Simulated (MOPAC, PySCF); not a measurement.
Sn10H16 nanodot `[SnH2]1[SnH]2[SnH2][SnH]3[SnH2][SnH]1[SnH2][SnH]([SnH2]2)[SnH2]3`, neutral singlet in the gas phase. In the def2 sets core potentials replace the inner electrons of Sn.

Cartesian coordinates (Å):
SMILES: [SnH2]1[SnH]2[SnH2][SnH]3[SnH2][SnH]([SnH2][SnH]1[SnH2]3)[SnH2]2
```xyz
26

Sn    -3.2511    -0.0023     0.0022
Sn    -1.6297    -1.6297    -1.6300
Sn    -0.0015    -3.2535    -0.0002
Sn     1.6297    -1.6313     1.6290
Sn     0.0021     0.0007     3.2516
Sn    -1.6282     1.6294     1.6289
Sn    -0.0027     3.2542    -0.0025
Sn     1.6323     1.6310    -1.6263
Sn     0.0007     0.0031    -3.2491
Sn     3.2538    -0.0020     0.0010
H     -4.2845     0.9855    -0.9853
H     -4.2780    -0.9917     0.9949
H     -2.6376    -2.6324    -2.6379
H      0.9871    -4.2833    -0.9905
H     -0.9896    -4.2839     0.9904
H      2.6354    -2.6367     2.6362
H      0.9940     0.9917     4.2780
H     -0.9872    -0.9852     4.2853
H     -2.6348     2.6339     2.6362
H      0.9791     4.2926     0.9857
H     -0.9961     4.2748    -0.9977
H      2.6397     2.6326    -2.6358
H      0.9891    -0.9824    -4.2840
H     -0.9904     0.9936    -4.2766
H      4.2889     0.9826     0.9901
H      4.2792    -0.9912    -0.9935
```
Charge 0, multiplicity 1.

All levels are single points at this geometry (PBE-D3(BJ)/def2-SVP); Pople sets use spherical d functions. Orbital energies aren't observables, and empty levels follow the basis.

```csv
level,HOMO (eV),LUMO (eV),gap (eV),dipole (D),"vertical IE, Delta-SCF (eV)"
B3LYP-D3(BJ)/def2-SVP in PySCF,-6.77,-1.95,4.83,0.01,8.02
PBE-D3(BJ)/def2-SVP in PySCF,-6.14,-2.42,3.72,0.01,–
B3LYP/6-31G* (LANL2DZ on Sn) in PySCF,-7.05,-1.66,5.39,0.02,8.31
PBE/6-31G* (LANL2DZ on Sn) in PySCF,-6.41,-2.16,4.24,0.01,–
HF/6-31G* (LANL2DZ on Sn) in PySCF,-8.95,1.31,10.26,0.02,8.13
AM1 in MOPAC,-10.99,-3.28,7.71,0.03,–
PM3 in MOPAC,-11.40,-4.08,7.31,0.02,–
PM6 in MOPAC,-8.43,-0.78,7.65,0.01,–
PM7 in MOPAC,-8.61,-1.40,7.21,0.02,–
```
